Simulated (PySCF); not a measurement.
# Chromium: a sound run and one with changed settings

Sound run: Cr [Ar] 3d5 4s1, Cr⁺ [Ar] 3d5. Calculation: PySCF 2.14, in Sapporo-DKH3-DZP-2012; scalar relativity by spin-free X2C-1e. In the sound run the correlated levels freeze [Ar]. The sound run starts from symmetry-adapted Hartree-Fock orbitals and uses a fine grid where one is needed.

Changed run: no relativity, point nucleus. This setting is unsound on purpose.

```tsv
species	method	sound run (hartree)	changed run (hartree)	converged
Cr	UHF	-1049.63184	-1040.75069	yes
Cr	M06-2X	-1050.72932	-1041.85101	yes
Cr	B3LYP	-1050.78202	-1041.90457	yes
Cr	MP2	-1049.71153	-1040.82868	yes
Cr⁺	UHF	-1049.41088	-1040.53486	yes
Cr⁺	M06-2X	-1050.48618	-1041.61344	yes
Cr⁺	B3LYP	-1050.52076	-1041.64956	yes
Cr⁺	MP2	-1049.47457	-1040.59769	yes
```

Ionisation energy of Cr:

```tsv
method	sound run (eV)	changed run (eV)
UHF	6.013	5.873
M06-2X	6.616	6.464
B3LYP	7.109	6.939
MP2	6.448	6.286
SCS-MP2	6.158	6.011
```

Most of the change in total energy is the relativistic energy itself. On top of that the contraction fixes the core shape for the Hamiltonian it was made with, so the changed run is not a good calculation with the other Hamiltonian either.

For comparison, NIST gives 6.767 eV between the lowest levels.
